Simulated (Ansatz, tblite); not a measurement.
Cost and result up the ladder for (AgF)2 ring (Ag₂F₂) (4 atoms). Charge 0, multiplicity 1. Geometry: r2SCAN-D4/def2-TZVP.

```tsv
atom	x (Å)	y (Å)	z (Å)
Ag1	-0.1110	-0.3371	-1.4059
F2	0.6577	1.4579	-0.4023
Ag3	0.1080	0.3383	1.4056
F4	-0.6548	-1.4591	0.4026
```

Ansatz on 4 threads of Arm Neoverse V1 on a shared host; xTB runs through tblite on one thread. Times are rough, summed over both states, and most runs start from the orbitals of an earlier one. PBE0-D4/def2-TZVP serves as the yardstick here, not as an exact answer. The other state is a triplet.

In the def2 sets Ag takes a core potential; there is no spin–orbit coupling. The xTB rows come from tblite.

xTB has no spin-polarisation term.

```json
{"level": "GFN2-xTB", "functions": "26", "wall time": "0.005 s"}
{"level": "GFN1-xTB", "functions": "26", "wall time": "0.007 s"}
{"level": "PBE-D4/def2-TZVP", "functions": "142", "wall time": "3.5 s"}
{"level": "PBE0-D4/def2-TZVP", "functions": "142", "wall time": "7.4 s"}
{"level": "r2SCAN-D4/def2-TZVP", "functions": "142", "wall time": "9.3 s"}
```

Problem. Estimate what each level gives for the vertical triplet (eV).

Solution. 
```json
{"level": "GFN2-xTB", "vertical triplet (eV)": "3.16", "difference from PBE0-D4/def2-TZVP (eV)": "0.15"}
{"level": "GFN1-xTB", "vertical triplet (eV)": "2.58", "difference from PBE0-D4/def2-TZVP (eV)": "-0.43"}
{"level": "PBE-D4/def2-TZVP", "vertical triplet (eV)": "2.19", "difference from PBE0-D4/def2-TZVP (eV)": "-0.82"}
{"level": "PBE0-D4/def2-TZVP", "vertical triplet (eV)": "3.01", "difference from PBE0-D4/def2-TZVP (eV)": "0.00"}
{"level": "r2SCAN-D4/def2-TZVP", "vertical triplet (eV)": "2.41", "difference from PBE0-D4/def2-TZVP (eV)": "-0.60"}
```
